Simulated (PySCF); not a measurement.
Start geometry of `COc1ccccc1OCF` from GFN2-xTB (Å):
```
atom  x, y, z in Å
C1     2.171   -1.066   -1.260
O2     0.961   -1.141   -0.544
C3     0.442    0.008   -0.016
C4     1.003    1.269   -0.174
C5     0.420    2.383    0.407
C6    -0.732    2.258    1.158
C7    -1.308    1.009    1.317
C8    -0.737   -0.111    0.740
O9    -1.333   -1.342    0.998
C10   -1.760   -2.072   -0.078
F11   -2.891   -1.507   -0.635
H12    2.395   -2.088   -1.562
H13    2.073   -0.439   -2.152
H14    2.984   -0.687   -0.634
H15    1.908    1.392   -0.748
H16    0.879    3.350    0.269
H17   -1.186    3.123    1.614
H18   -2.210    0.878    1.894
H19   -1.028   -2.145   -0.892
H20   -2.053   -3.061    0.294
```

What comes out of this run: PBE0-D3(BJ)/def2-SVP geometry optimisation, gas phase in PySCF 2.14.0?

```
atom  x, y, z in Å
C1     2.2063   -1.0972   -1.2289
O2     1.0073   -1.1623   -0.5081
C3     0.4937   -0.0209   -0.0027
C4     1.0532    1.2483   -0.1668
C5     0.4405    2.3654    0.4056
C6    -0.7305    2.2308    1.1420
C7    -1.2975    0.9657    1.3029
C8    -0.6966   -0.1514    0.7420
O9    -1.2346   -1.3928    0.9569
C10   -1.8679   -1.9783   -0.1172
F11   -3.0765   -1.3868   -0.3466
H12    2.4519   -2.1248   -1.5253
H13    2.1067   -0.4768   -2.1373
H14    3.0311   -0.6968   -0.6137
H15    1.9735    1.3737   -0.7380
H16    0.8940    3.3497    0.2681
H17   -1.2086    3.1050    1.5884
H18   -2.2177    0.8151    1.8701
H19   -1.2688   -1.8935   -1.0387
H20   -2.0349   -3.0321    0.1539
```

The energy falls by 0.074 eV over 7 energy and gradient evaluations, the largest force component goes from 0.0163 to 2.7e-04 Eh/bohr, and the atoms move by 0.131 Å rms after alignment. The bond that changes most is C8–O9 (aromatic carbon bearing oxygen to aryl ether oxygen), which shortens by 0.022 Å. Bonds longer at the end by more than 0.005 Å: 13 of 20; shorter: 4. Among the angles that change most is O9–C10–H19, from 114.2° to 111.7°. Among the dihedrals that turn most is C7–C8–O9–C10, from 122° to 108°. Rotational constants go from 1370, 1025, 649.3 to 1375, 1023, 641.9 MHz. The orientation of the end geometry is arbitrary; only internal coordinates are fixed.

The run used 199 basis functions and 48 SCF cycles in all.

No frequency check. The numbers are those of one conformer.
